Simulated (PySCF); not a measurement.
## Electric properties by functional and basis

Compound: BClH5PSi.
Numbering: `[SiH3:1][PH:2][BH:3][Cl:4]` (hydrogens: H5, H6, H7 on Si1; H8 on P2; H9 on B3)

Cartesian coordinates in Å at the PBE0-D3(BJ)/def2-SVP level; atoms count from 1:
```
atom  x, y, z in Å
Si1    0.7774    0.6464   -0.9596
P2     2.6577    1.8716   -0.7475
B3     3.8340    0.4939   -0.2314
Cl4    5.3827    0.2370   -1.0032
H5    -0.2666    1.5101   -1.5851
H6     0.9463   -0.5875   -1.7844
H7     0.3636    0.2660    0.4221
H8     3.0176    2.0545   -2.1128
H9     3.5623   -0.1906    0.7239
```

PySCF, dipoles from the SCF density, polarisabilities from static response with core orbitals frozen. Geometry: PBE0-D3(BJ)/def2-SVP, one conformer, isolated molecule.

Compare the levels for these properties.

```json
{"level": "LDA/def2-SVPD", "μ (D)": "1.252", "α (au)": "92.20", "anisotropy (au)": "43.37"}
{"level": "PBE/def2-SVPD", "μ (D)": "1.191", "α (au)": "90.49", "anisotropy (au)": "42.45"}
{"level": "B3LYP/def2-SVPD", "μ (D)": "1.206", "α (au)": "87.70", "anisotropy (au)": "38.68"}
{"level": "PBE0/def2-SVPD", "μ (D)": "1.238", "α (au)": "87.02", "anisotropy (au)": "38.33"}
{"level": "BHandHLYP/def2-SVPD", "μ (D)": "1.255", "α (au)": "84.22", "anisotropy (au)": "34.57"}
{"level": "CAM-B3LYP/def2-SVPD", "μ (D)": "1.239", "α (au)": "86.07", "anisotropy (au)": "36.27"}
{"level": "wB97X-D/def2-SVPD", "μ (D)": "1.268", "α (au)": "85.84", "anisotropy (au)": "36.08"}
{"level": "LC-wPBE/def2-SVPD", "μ (D)": "1.272", "α (au)": "83.87", "anisotropy (au)": "34.41"}
{"level": "HF/def2-SVPD", "μ (D)": "1.295", "α (au)": "80.45", "anisotropy (au)": "29.31"}
{"level": "PBE0/6-31G*", "μ (D)": "1.366", "α (au)": "71.04", "anisotropy (au)": "39.08"}
{"level": "PBE0/def2-SVP", "μ (D)": "1.060", "α (au)": "72.00", "anisotropy (au)": "35.26"}
{"level": "PBE0/6-31+G*", "μ (D)": "1.348", "α (au)": "78.38", "anisotropy (au)": "37.91"}
{"level": "PBE0/aug-cc-pVDZ", "μ (D)": "1.226", "α (au)": "88.06", "anisotropy (au)": "38.36"}
{"level": "PBE0/def2-TZVP", "μ (D)": "1.113", "α (au)": "82.34", "anisotropy (au)": "38.26"}
{"level": "PBE0/def2-TZVPD", "μ (D)": "1.155", "α (au)": "88.37", "anisotropy (au)": "38.62"}
```

The anisotropy is √(½[(α1 − α2)² + (α2 − α3)² + (α3 − α1)²]). The dipole runs from 1.06 D (PBE0/def2-SVP) to 1.37 D (PBE0/6-31G*). No reference polarisability is at hand; against PBE0 in the largest diffuse basis at hand (def2-TZVPD) the other PBE0 rows deviate by 6-31G* -20%, def2-SVP -19%, 6-31+G* -11%, def2-SVPD -2%, aug-cc-pVDZ 0%, def2-TZVP -7%. In one basis (def2-SVPD) the functionals order the polarisability from HF (lowest) to LDA (highest), a spread of 15%. With PBE0 the polarisability is 75.13 au without diffuse functions (mean of 6-31G*, def2-SVP and def2-TZVP) and 85.46 au with them (mean of 6-31+G*, def2-SVPD, aug-cc-pVDZ and def2-TZVPD).
